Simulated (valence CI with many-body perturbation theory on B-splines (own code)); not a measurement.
**E1 line list for Nd²⁶⁺**

Computed by configuration interaction combined with many-body perturbation theory (CI+MBPT): six valence electrons over a frozen Dirac-Fock core [Ar] 3d10, a basis of 9 s, 9 p, 8 d, 6 f, 3 g, 1 h functions for each j, with the one-electron correlation potential Σ1, the two-electron term Σ2, the three-electron term Σ3, Breit, model QED; selected CI, second order for the rest, scaled by the run's own slope (own B-spline code, finite nucleus).

No measured spectrum was set against this ion. As an estimate, large intervals hold to a few tenths of a per cent, small ones and those within an open d or f shell to about a per cent. Among the levels kept, up to 690 cm⁻¹ of a level comes from second order outside the variational space, and about a tenth of that is noise between levels of different J, which matters for small intervals.

Lines 1 to 50 of 90 in falling wavelength, among levels below 158.90 eV, chosen from the strongest by gf and those to the six lowest levels. Wavelengths and rates use the calculated energies. Electric multipoles are in the length gauge, E1 and E2 with the static RPA response of the core. Weak lines are less certain than strong ones. Lines between different terms over intervals too small for the method are left out, as are lines whose strength nearly cancels. The highest levels of a list are the least certain.

Levels are named by their leading jj configuration (3d3/2^4 stands for four electrons in 3d with j = 3/2), which in mixed levels can hold well under half, so a name can repeat and another be missing. Letters in brackets count levels of one name in rising energy.

```
λ vac (nm)                               Upper                       Lower   A (s⁻¹)  S (a.u.)
     34.70            (4s 4p1/2^2 4p3/2^3) J=1          (4s^2 4p3/2^4) J=0  3.72e+07  2.30e-03
     26.19      (4s^2 4p1/2^2 4p3/2 4d3/2) J=1          (4s^2 4p3/2^4) J=0  6.29e+07  1.67e-03
     20.45            (4s 4p1/2^2 4p3/2^3) J=2    (4s^2 4p1/2 4p3/2^3) J=2  3.01e+09  6.36e-02
     20.43      (4s^2 4p1/2^2 4p3/2 4d5/2) J=1          (4s^2 4p3/2^4) J=0  4.23e+08  5.34e-03
     19.63              (4s 4p1/2 4p3/2^4) J=1          (4s^2 4p3/2^4) J=0  2.38e+09  2.66e-02
     19.38            (4s 4p1/2^2 4p3/2^3) J=2    (4s^2 4p1/2 4p3/2^3) J=1  4.32e+09  7.75e-02
     18.62            (4s 4p1/2^2 4p3/2^3) J=1    (4s^2 4p1/2 4p3/2^3) J=2  5.48e+09  5.24e-02
     17.90  (4s^2 4p1/2 4p3/2^2 4d3/2) J=1 [a]          (4s^2 4p3/2^4) J=0  9.46e+08  8.03e-03
     17.73            (4s 4p1/2^2 4p3/2^3) J=1    (4s^2 4p1/2 4p3/2^3) J=1  2.21e+09  1.82e-02
     17.01      (4s^2 4p1/2^2 4p3/2 4d3/2) J=2    (4s^2 4p1/2 4p3/2^3) J=2  3.35e+07  4.08e-04
     16.64      (4s^2 4p1/2^2 4p3/2 4d3/2) J=3    (4s^2 4p1/2 4p3/2^3) J=2  2.54e+07  4.05e-04
     16.26      (4s^2 4p1/2^2 4p3/2 4d3/2) J=2    (4s^2 4p1/2 4p3/2^3) J=1  9.41e+07  9.99e-04
     16.00      (4s^2 4p1/2^2 4p3/2 4d3/2) J=0    (4s^2 4p1/2 4p3/2^3) J=1  5.63e+07  1.14e-04
     15.85      (4s^2 4p1/2^2 4p3/2 4d3/2) J=1    (4s^2 4p1/2 4p3/2^3) J=2  2.26e+09  1.33e-02
     15.28      (4s^2 4p1/2 4p3/2^2 4d5/2) J=1          (4s^2 4p3/2^4) J=0  1.61e+09  8.50e-03
     15.20      (4s^2 4p1/2^2 4p3/2 4d3/2) J=1    (4s^2 4p1/2 4p3/2^3) J=1  2.30e+09  1.19e-02
     14.83      (4s^2 4p1/2^2 4p3/2 4d5/2) J=2    (4s^2 4p1/2 4p3/2^3) J=2  1.16e+09  9.35e-03
     14.26      (4s^2 4p1/2^2 4p3/2 4d5/2) J=2    (4s^2 4p1/2 4p3/2^3) J=1  1.66e+09  1.19e-02
     14.25  (4s^2 4p1/2 4p3/2^2 4d3/2) J=1 [b]          (4s^2 4p3/2^4) J=0  6.41e+08  2.75e-03
     14.10      (4s^2 4p1/2^2 4p3/2 4d5/2) J=3    (4s^2 4p1/2 4p3/2^3) J=2  2.25e+07  2.18e-04
     13.71  (4s^2 4p1/2 4p3/2^2 4d3/2) J=1 [c]          (4s^2 4p3/2^4) J=0  1.56e+09  5.93e-03
     13.54      (4s^2 4p1/2^2 4p3/2 4d5/2) J=1    (4s^2 4p1/2 4p3/2^3) J=2  1.25e+09  4.60e-03
     13.48            (4s 4p1/2^2 4p3/2^3) J=1  (4s^2 4p1/2^2 4p3/2^2) J=0  5.21e+09  1.89e-02
     13.46            (4s 4p1/2^2 4p3/2^3) J=2  (4s^2 4p1/2^2 4p3/2^2) J=2  1.77e+10  1.06e-01
     13.45              (4s 4p1/2 4p3/2^4) J=0    (4s^2 4p1/2 4p3/2^3) J=1  2.90e+10  3.49e-02
     13.19              (4s 4p1/2 4p3/2^4) J=1    (4s^2 4p1/2 4p3/2^3) J=2  2.37e+10  8.03e-02
     13.14  (4s^2 4p1/2 4p3/2^2 4d3/2) J=1 [d]          (4s^2 4p3/2^4) J=0  1.90e+09  6.38e-03
     13.07      (4s^2 4p1/2^2 4p3/2 4d5/2) J=1    (4s^2 4p1/2 4p3/2^3) J=1  1.58e+09  5.22e-03
     12.73              (4s 4p1/2 4p3/2^4) J=1    (4s^2 4p1/2 4p3/2^3) J=1  7.51e+08  2.29e-03
     12.64            (4s 4p1/2^2 4p3/2^3) J=1  (4s^2 4p1/2^2 4p3/2^2) J=2  2.35e+10  7.02e-02
     12.63  (4s^2 4p1/2 4p3/2^2 4d3/2) J=2 [a]    (4s^2 4p1/2 4p3/2^3) J=2  2.83e+08  1.41e-03
     12.38  (4s^2 4p1/2 4p3/2^2 4d3/2) J=1 [a]    (4s^2 4p1/2 4p3/2^3) J=2  2.06e+10  5.81e-02
     12.36  (4s^2 4p1/2 4p3/2^2 4d3/2) J=3 [a]    (4s^2 4p1/2 4p3/2^3) J=2  1.85e+06  1.21e-05
     12.21  (4s^2 4p1/2 4p3/2^2 4d3/2) J=2 [a]    (4s^2 4p1/2 4p3/2^3) J=1  7.03e+07  3.16e-04
     12.09      (4s^2 4p1/2 4p3/2^2 4d3/2) J=0    (4s^2 4p1/2 4p3/2^3) J=1  1.14e+10  9.97e-03
     11.98  (4s^2 4p1/2 4p3/2^2 4d3/2) J=1 [a]    (4s^2 4p1/2 4p3/2^3) J=1  1.31e+09  3.34e-03
     11.97      (4s^2 4p1/2^2 4p3/2 4d3/2) J=1  (4s^2 4p1/2^2 4p3/2^2) J=0  8.65e+09  2.20e-02
     11.93  (4s^2 4p1/2 4p3/2^2 4d5/2) J=3 [a]    (4s^2 4p1/2 4p3/2^3) J=2  1.78e+08  1.05e-03
     11.88      (4s^2 4p1/2^2 4p3/2 4d3/2) J=2  (4s^2 4p1/2^2 4p3/2^2) J=2  5.17e+09  2.14e-02
     11.70      (4s^2 4p1/2^2 4p3/2 4d3/2) J=3  (4s^2 4p1/2^2 4p3/2^2) J=2  7.55e+08  4.18e-03
     11.54  (4s^2 4p1/2 4p3/2^2 4d3/2) J=2 [b]    (4s^2 4p1/2 4p3/2^3) J=2  2.92e+06  1.11e-05
     11.30      (4s^2 4p1/2^2 4p3/2 4d3/2) J=1  (4s^2 4p1/2^2 4p3/2^2) J=2  6.45e+10  1.38e-01
     11.19  (4s^2 4p1/2 4p3/2^2 4d3/2) J=2 [b]    (4s^2 4p1/2 4p3/2^3) J=1  1.10e+09  3.81e-03
     11.07      (4s^2 4p1/2 4p3/2^2 4d5/2) J=1    (4s^2 4p1/2 4p3/2^3) J=2  2.44e+10  4.91e-02
     10.84  (4s^2 4p1/2 4p3/2^2 4d3/2) J=2 [c]    (4s^2 4p1/2 4p3/2^3) J=2  8.27e+08  2.60e-03
     10.77      (4s^2 4p1/2^2 4p3/2 4d5/2) J=2  (4s^2 4p1/2^2 4p3/2^2) J=2  7.66e+10  2.36e-01
     10.75      (4s^2 4p1/2 4p3/2^2 4d5/2) J=1    (4s^2 4p1/2 4p3/2^3) J=1  2.20e+10  4.04e-02
     10.75  (4s^2 4p1/2 4p3/2^2 4d5/2) J=2 [a]    (4s^2 4p1/2 4p3/2^3) J=2  8.27e+08  2.53e-03
     10.68  (4s^2 4p1/2 4p3/2^2 4d3/2) J=3 [b]    (4s^2 4p1/2 4p3/2^3) J=2  1.16e+10  4.90e-02
     10.60      (4s^2 4p1/2^2 4p3/2 4d5/2) J=1  (4s^2 4p1/2^2 4p3/2^2) J=0  7.97e+10  1.41e-01
```
